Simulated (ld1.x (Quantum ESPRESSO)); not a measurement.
# Transferability test, TM potential for V (Z = 23)

- Element: V (Z = 23)
- Generator: ld1.x (Quantum ESPRESSO) 7.5
- Type: norm-conserving Troullier–Martins (Kleinman–Bylander form)
- Functional: PBE
- Relativity: scalar-relativistic
- Frozen core: [Ar]
- Valence charge: 5
- Reference configuration: 3d4 4s1 4p0
- Partial waves: 4s (bound): rc 3.15 bohr; 4p (bound, empty): rc 4.20 bohr; 3d (bound): rc 1.85 bohr
- Local potential: the d channel
- Core correction: none

Energies are relative to the spin-unpolarised reference configuration 3d4 4s1 4p0; without spin polarisation the order of configurations can differ from experiment. Not all tests gave a result: 1 of 7 tests not solved or not reliable. Left out of the table: 3d3 4s0 4p1 (solver errors, printed error +748 meV).

(1) Give the all-electron excitation energy and the error of the potential for: 3d3 4s2 4p0; 3d3 4s1 4p0; 3d3 4s0 4p0; 3d4 4s0 4p0; 3d3.5 4s1.5 4p0; 3d3 4s1 4p1.

Note: ghost states, extra bound levels that the all-electron valence spectrum of the same l lacks: s at -119.6 eV, p at -43.4 eV. A true bound ghost makes a file unfit for plane-wave use.

## Answers

(1)

| valence configuration | charge | ΔE all-electron (eV) | error AE − PS (meV) |
| --- | --- | --- | --- |
| 3d3 4s2 4p0 | 0 | -0.586 | -52 |
| 3d3 4s1 4p0 | +1 | 7.149 | -36 |
| 3d3 4s0 4p0 | +2 | 21.445 | +88 |
| 3d4 4s0 4p0 | +1 | 6.611 | +30 |
| 3d3.5 4s1.5 4p0 | 0 | -0.531 | -11 |
| 3d3 4s1 4p1 | 0 | 2.761 | -68 |
